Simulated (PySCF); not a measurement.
## Spinor energies of V⁴⁺ (vanadium, charge +4)

Start: [Ar] 3d1; 3d5/2 filled at m_j = +5/2. Calculated with PySCF 2.14 in x2c-SVPall-2c (5s5p3d1f, 42 functions): generalised Hartree-Fock with the X2C-1e Hamiltonian and a Gaussian nucleus; one run each with spin-orbit coupling (SO) screened by Boettger's factors, then bare. This is a chosen level, not necessarily the ground level.

```json
{"spinor shell": "1s1/2", "electrons": "2", "ε, screened SO (eV)": "-5580.2", "ε, bare SO (eV)": "-5580.2", "weight of nominal j (bare SO)": "1.000", "rms radius, bare SO (bohr)": "0.0768"}
{"spinor shell": "2s1/2", "electrons": "2", "ε, screened SO (eV)": "-719.48", "ε, bare SO (eV)": "-719.48", "weight of nominal j (bare SO)": "1.000", "rms radius, bare SO (bohr)": "0.332"}
{"spinor shell": "2p1/2", "electrons": "2", "ε, screened SO (eV)": "-613.08", "ε, bare SO (eV)": "-613.55", "weight of nominal j (bare SO)": "0.998", "rms radius, bare SO (bohr)": "0.300"}
{"spinor shell": "2p3/2", "electrons": "4", "ε, screened SO (eV)": "-605.99", "ε, bare SO (eV)": "-605.77", "weight of nominal j (bare SO)": "0.999", "rms radius, bare SO (bohr)": "0.303"}
{"spinor shell": "3s1/2", "electrons": "2", "ε, screened SO (eV)": "-143.07", "ε, bare SO (eV)": "-143.07", "weight of nominal j (bare SO)": "1.000", "rms radius, bare SO (bohr)": "1.01"}
{"spinor shell": "3p1/2", "electrons": "2", "ε, screened SO (eV)": "-109.77", "ε, bare SO (eV)": "-109.82", "weight of nominal j (bare SO)": "0.757", "rms radius, bare SO (bohr)": "1.08"}
{"spinor shell": "3d5/2", "electrons": "1", "ε, screened SO (eV)": "-67.070", "ε, bare SO (eV)": "-67.045", "weight of nominal j (bare SO)": "1.000", "rms radius, bare SO (bohr)": "1.18"}
```

(1) Where does 3p3/2 lie, and what is the 3p spin-orbit splitting (bare SO)?

| quantity | screened SO | bare SO |
| --- | --- | --- |
| E (hartree) | -944.51957 | -944.51983 |
| M_J | 5/2 | 5/2 |
| ⟨J²⟩ | 8.754 | 8.754 |
| ⟨L²⟩ | 6.004 | 6.004 |
| ⟨S²⟩ | 0.751 | 0.751 |

Each row is a mean over spinors that exchange with the open shell spreads, by up to 6.024 eV (3p3/2).

Rows whose weight is well below 1 are mixtures of j = l ± 1/2: exchange outweighs spin-orbit coupling there, and the label is only the starting occupation.

Answers

(1) At -109.02 eV, 0.798 eV above 3p1/2.
